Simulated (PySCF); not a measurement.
SMILES c1c(scc1)[SiH2][SiH2]c1ccco1 (C₈H₁₀OSSi₂) (GFN2-xTB optimised geometry):

```
22

C     -0.349    -1.873     0.000
C      1.012    -1.873     0.000
O      1.486    -0.620     0.000
C      0.423     0.223     0.002
Si     0.812     2.054    -0.075
Si     2.316     2.375    -1.814
C      1.726     1.458    -3.344
C      1.331     1.957    -4.551
C      0.908     0.971    -5.467
C      0.979    -0.280    -4.946
S      1.564    -0.271    -3.331
C     -0.731    -0.513    -0.001
H     -0.993    -2.728     0.000
H      1.728    -2.671    -0.001
H      1.359     2.466     1.227
H     -0.484     2.728    -0.224
H      3.668     1.880    -1.516
H      2.452     3.775    -2.240
H      1.350     3.009    -4.774
H      0.567     1.185    -6.465
H      0.726    -1.213    -5.409
H     -1.728    -0.122    -0.001
```

Level of theory: PBE0/def2-SVP (PySCF 2.14.0).

### Question
What are the frontier orbital energies and the dipole moment?

### Answer
HOMO-2 -7.23 eV, HOMO-1 -6.82 eV, HOMO -6.56 eV, LUMO -0.62 eV, LUMO+1 -0.21 eV; dipole moment 1.34 D.

Meta-Löwdin charges at PBE0/def2-SVP: C1 -0.17, C2 0.05, O3 -0.23, C4 -0.07, Si5 0.36, Si6 0.36, C7 -0.34, C8 -0.12, C9 -0.14, C10 -0.23, S11 0.26, C12 -0.15, H13 0.12, H14 0.13, H15 -0.09, H16 -0.08, H17 -0.08, H18 -0.08, H19 0.12, H20 0.12, H21 0.13, H22 0.12.
